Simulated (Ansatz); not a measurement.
**Worked example: CBrCl2F + CBrCl2 → CCl2F + CBr2Cl2**

Species: CBrCl2F (bromodichlorofluoromethane) `FC(Cl)(Cl)Br`, singlet; CBrCl2 `Cl[C](Cl)Br`, doublet; CCl2F (dichlorofluoromethyl radical) `F[C](Cl)Cl`, doublet; CBr2Cl2 (dibromodichloromethane) `ClC(Cl)(Br)Br`, singlet. A radical takes Br: the energy is the difference in strength between two C–Br bonds in different surroundings.

Shapes, held fixed at every level: PBE0-D4/def2-TZVP. Programs: Ansatz 0.2.0. The zero-point and thermal change to 298 K, harmonic and unscaled (PBE0-D4/def2-TZVP), is -0.4 kJ/mol.

At CCSD(T)/def2-TZVPP; 1 Eh = 2625.50 kJ/mol:

| species | energy (Eh) |
| --- | --- |
| CBrCl2F | -3629.912342 |
| CBrCl2 | -3530.123351 |
| CCl2F | -1057.152760 |
| CBr2Cl2 | -6102.872812 |

Work out ΔH(298 K) of the reaction at this level.


1. Products less reactants: (-1057.152760) + (-6102.872812) − [(-3629.912342) + (-3530.123351)] = 0.010121 Eh = +26.6 kJ/mol.
2. With the thermal change: +26.6 + (-0.4) = +26.2 kJ/mol.

Other levels give +20.1 (MP2/def2-SVP) to +32.9 kJ/mol (SPW92/def2-TZVPP). No measured value is set beside it here. Open shells run unrestricted. Relativity is left out for Br. Outer-core shells of Br are correlated, in sets that cover them unevenly.
